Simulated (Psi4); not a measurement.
H$_{3}$Cl$_{3}$OSiTi (SMILES [SiH3][O][Ti]([Cl])([Cl])[Cl]), singlet, at a GFN2-xTB geometry (such geometries of metal compounds can be far from the true shape). Base run: Psi4 with SVWN/STO-3G.

Input for Psi4:
```
memory 2 GB

molecule mol {
0 1
Ti   -0.190886    0.171345    0.167055
Cl    0.102734    2.251626   -0.157005
Cl    0.050074   -0.157095    2.253406
Cl   -2.230463   -0.229565   -0.278133
O     0.860455   -0.772371   -0.753031
Si    1.874933   -1.682997   -1.640855
H     3.062994   -1.903262   -0.803899
H     2.171792   -0.901433   -2.849795
H     1.152149   -2.928412   -1.935859
}

set {
  basis sto-3g
  reference rks
}

energy('svwn')
print_variables()
```

Variants of this job, named by their change:

```tsv
change	ΔE vs base (mEh)	SCF cycles	grid points	basis functions
base	0.000	8	187481	62
scf_type = mem_df	0.000	8	187481	62
dft_spherical_points = 974	0.004	8	602666	62
basis_guess = true	0.000	8	187482	62
guess = huckel	0.000	10	187481	62
level_shift = 0.3	0.000	9	187481	62
diis_max_vecs = 3	0.000	12	187481	62
damping_percentage = 50	0.000	55	187481	62
dft_radial_scheme = becke	0.023	8	165961	62
e_convergence = 1e-8	0.000	9	187481	62
scf_initial_accelerator = ediis	0.000	8	187481	62
dft_spherical_points = 434	-0.001	8	269267	62
dft_radial_points = 99	-0.008	8	246780	62
```
